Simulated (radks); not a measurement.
Results of a calculation; reference values are marked as such.
Gd V, 60 electrons, occupied as [Xe] 4f6 (the NIST ground configuration). Level of theory: Dirac Kohn-Sham, PBE, spin-unpolarised, spherical densities, point nucleus; open shells fill j = l - 1/2 first (a radial shooting solver on a logarithmic mesh with Libxc functionals). Some entries of the table are withheld. Estimate them.

| orbital | occ. | eigenvalue (eV) | <r> (bohr) | r(max) (bohr) |
|---|---|---|---|---|
| 1s1/2 | 2 | -50097.51 | 0.02190 | 0.01391 |
| 2s1/2 | 2 | -8306.106 | 0.09274 | 0.07917 |
| 2p1/2 | 2 | -7888.538 | 0.07746 | 0.05982 |
| 2p3/2 | 4 | -7192.717 | 0.08430 | 0.06564 |
| 3s1/2 | 2 | -1878.091 | 0.2440 | 0.2245 |
| 3p1/2 | 2 | -1697.309 | 0.2336 | 0.2117 |
| 3p3/2 | 4 | -1554.593 | 0.2467 | 0.2240 |
| 3d3/2 | 4 | -1242.710 | 0.2188 | 0.1781 |
| 3d5/2 | 6 | -1211.629 | 0.2228 | 0.1815 |
| 4s1/2 | 2 | -415.2652 | 0.5519 | 0.5157 |
| 4p1/2 | 2 | -344.8304 | 0.5636 | 0.5199 |
| 4p3/2 | 4 | -312.9021 | 0.5927 | 0.5459 |
| 4d3/2 | 4 | (1) | (2) | 0.5532 |
| 4d5/2 | 6 | (3) | (4) | 0.5616 |
| 5s1/2 | 2 | -90.9560 | 1.294 | 1.180 |
| 5p1/2 | 2 | -70.5720 | 1.420 | 1.273 |
| 5p3/2 | 4 | -65.6035 | 1.496 | 1.341 |
| 4f5/2 | 6 | -53.7838 | 0.7984 | 0.5575 |
| 4f7/2 | 0 | -52.9627 | 0.8067 | 0.5620 |
| 5d3/2 | 0 | -37.6401 | 1.937 | 1.665 |
| 5d5/2 | 0 | -37.0626 | 1.965 | 1.691 |
| 6s1/2 | 0 | -31.9497 | 2.846 | 2.693 |

Answer. 
(1) 4d3/2 eigenvalue (eV): -196.8357
(2) 4d3/2 <r> (bohr): 0.6268
(3) 4d5/2 eigenvalue (eV): -191.0326
(4) 4d5/2 <r> (bohr): 0.6370
